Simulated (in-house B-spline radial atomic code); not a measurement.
A run on Ce (an excited or competing configuration) that did not converge. Method: scalar-relativistic (X2C) BLYP, spin-polarised, spherical fractional occupations, Fermi nucleus of rms radius 4.8771 fm; computed with an all-electron radial atomic-structure program (B-spline basis).

Command:
```bash
python run_scf.py task.json out
```
Settings (nuclear radius in fm, mass in u):
```
Z                58
configuration    [Kr] 4d10 4f1 5s2 5p5 5d1 6s2 7f1
hamiltonian      x2c
method           b88,lyp
spin_polarised   True
nucleus          fermi
rms_radius       4.8771
atomic_mass      139.90545
speed_of_light   137.035999084
```

First and last ten iterations of the last attempt (damped for 15 steps, keeping 80 % of the old Fock matrix, then DIIS):
```
 iter        energy (Eh)    residual
    1       -8850.470139    4.68e-01
    2       -8853.550984    4.29e-01
    3       -8856.490198    2.70e-01
    4       -8857.915466    1.70e-01
    5       -8858.575212    1.05e-01
    6       -8858.870335    6.34e-02
    7       -8859.000417    3.77e-02
    8       -8859.056974    2.23e-02
    9       -8859.081349    1.47e-02
   10       -8859.092167    1.10e-02
  111       -8859.101031    1.39e-04
  112       -8859.100818    2.33e-04
  113       -8859.100813    2.37e-04
  114       -8859.100903    1.62e-04
  115       -8859.100950    1.42e-04
  116       -8859.100938    1.46e-04
  117       -8859.100957    1.34e-04
  118       -8859.100995    1.39e-04
  119       -8859.101002    1.44e-04
  120       -8859.100959    1.36e-04
 not converged after 120 iterations
```

The smallest residual met was 1.2e-04; the threshold is about 6e-07. No energy from this run should be used. Time taken, with all properties: 3.5 s on 1 thread of Arm Neoverse V2 (shared host).
